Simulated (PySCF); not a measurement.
# Zn⁺ (zinc, charge +1): UHF calculation

Configuration: [Ar] 3d10 4s1, 2S determinant. All numbers are calculated (PySCF 2.14, no relativity, point nucleus, in 6-31G* (5s4p2d1f, 34 functions)).

```json
{
  "Total energy": "-1777.209131 hartree",
  "One-electron energy": "-2474.2743 hartree",
  "Hartree (Coulomb) energy": "766.6275 hartree",
  "Exchange energy": "-69.5624 hartree",
  "Kinetic energy": "1777.04659 hartree",
  "⟨S²⟩": "0.7502",
  "⟨L²⟩": "0.000",
  "Sum of ⟨r⟩": "18.61 bohr",
  "Sum of ⟨r²⟩": "22.23 bohr²",
  "Density at the nucleus (Gaussians lack the cusp)": "17400 bohr⁻³",
  "Spin density at the nucleus": "4.97 bohr⁻³",
  "Langevin diamagnetic susceptibility": "-17.6 ×10⁻⁶ cm³/mol",
  "Time after the integrals": "0.08 s of wall time on 1 thread of Neoverse-V1 (shared host)"
}
```

```tsv
shell	electrons	mean orbital energy (eV)	rms radius, mean of both spins (bohr)
1s α	1	-9622.0	0.0591
1s β	1	-9622.0	0.0591
2s α	1	-1215.7	0.248
2s β	1	-1215.6	0.248
2p β	3	-1067.9	0.221
2p α	3	-1067.9	0.221
3s α	1	-161.90	0.742
3s β	1	-161.60	0.742
3p α	3	-112.99	0.783
3p β	3	-112.90	0.783
3d α	5	-29.277	0.961
3d β	5	-29.177	0.961
4s α	1	-16.320	2.79
```
